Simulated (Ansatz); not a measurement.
This geometry of AlH$_{4}$NOSi (8 atoms, charge 0, multiplicity 1) is a first-order saddle point.

Method: RKS B3LYP/cc-pVDZ (Ansatz 0.2.0).

```xyz
8
Properties=species:S:1:pos:R:3
O 0.690 2.634 -0.325
Si -0.379 1.513 -0.346
N -0.324 0.000 0.505
Al 0.564 -1.535 0.081
H -1.621 1.620 -1.165
H -0.702 0.049 1.455
H 1.177 -1.600 -1.375
H 0.594 -2.681 1.171
```

Which two structures does it join? (They come from a converged band through this point; their orientation in space is the band's.)

No bond is made or broken. The dihedral O1–Si2–N3–Al4 goes from 180 to 0°.

Initial state:

```xyz
8
Properties=species:S:1:pos:R:3
O -0.625 2.960 0.239
Si -0.340 1.545 -0.322
N -0.008 0.123 0.590
Al 0.340 -1.585 0.029
H -0.304 1.167 -1.762
H -0.013 0.295 1.600
H 0.346 -1.841 -1.530
H 0.605 -2.663 1.155
```

Final state:

```xyz
8
Properties=species:S:1:pos:R:3
O -0.418 1.682 -1.862
Si -0.339 1.538 -0.323
N -0.002 0.091 0.545
Al 0.342 -1.609 -0.062
H -0.544 2.641 0.663
H 0.001 0.226 1.559
H 0.357 -1.903 -1.609
H 0.604 -2.666 1.089
```

How far does it lie above each of them?

0.39 eV above the first and 0.32 eV above the second. This is the barrier of this one path; another mechanism may lie lower.

Run time: 4.7 min on 1 thread of Arm Neoverse V2, on a shared host, peak memory 0.16 GiB.
